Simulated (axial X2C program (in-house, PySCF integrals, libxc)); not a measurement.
# CrB: cheaper levels and CCSD(T), 2c

Calculated with an axial X2C code built on PySCF integrals. Two-component (2c) means X2C with spin–orbit coupling and atomic mean-field two-electron Coulomb and Gaunt terms. Basis: Cr dyall-cv3z [9s10p6d3f2g], B dyall-v3z [7s6p2d1f] (cores contracted in-house); Gaussian nuclei, density fitting, unrestricted open shells. Masses: Cr 51.941 u, B 11.009 u.

State: Ω = 5/2 (⟨Sz⟩ = 2.50, ⟨Lz⟩ = 0.00 at HF); fragments Cr + B.

```
level  Re (Å)  ωe (cm⁻¹)  De (eV)
 PBE0   2.166      422.8     1.38
 CCSD   2.214      384.8    0.949
 PW91   2.100      454.9     1.97
```

Correlated methods: 9 electrons correlated (number of frozen shells: Cr 3 s, 2 p; B 1 s), 241 virtual spin orbitals or spinors in MP2, 90 natural virtuals in coupled cluster.

CCSD(T), same Hamiltonian and basis:

Re = 2.163 Å, ωe = 440.3 cm⁻¹, De = 1.17 eV; T1 = 0.067 (Lee–Taylor normalisation).

Problem. Give the differences from CCSD(T) in the columns below.

Solution. 

| level | ΔRe (Å) | Δωe (cm⁻¹) | ΔDe (eV) |
| --- | --- | --- | --- |
| PBE0 | 0.003 | -18 | 0.21 |
| CCSD | 0.051 | -56 | -0.22 |
| PW91 | -0.063 | 15 | 0.80 |

The state is a single determinant with fixed occupations, the lowest that a limited PBE0 search found. Dissociation energies refer to the lowest single-determinant-based atoms at the same level and basis. Density functionals use the spin component along the axis (collinear). CCSD and (T) use frozen natural virtuals with an MP2 correction for the truncation; (T) itself is uncorrected, so its De runs slightly low. The 2c atoms are single determinants rather than J levels; their spin–orbit lowering is only partly caught, and De is too large by that part. This holds for PBE0, PW91. Other states lie close and PBE0, whose exact exchange favours high spin, may order them wrongly; the determinant shown need not be the ground state. The nearest other 2c determinant of the search, Ω = 7/2, lies 0.10 eV up at the distance of the search. Without a current term, density functionals place determinants with orbital angular momentum somewhat too high. With several unpaired electrons one determinant need not be a pure state. This is the top spin component of a Σ state; components of lower Ω are not single determinants and can lie lower. The determinant is spin-polarised beyond a pure state at some levels (its spin-free form has ⟨S²⟩ too high), which makes Re and μ there less reliable. The T1 diagnostic is large, a sign of multireference character.
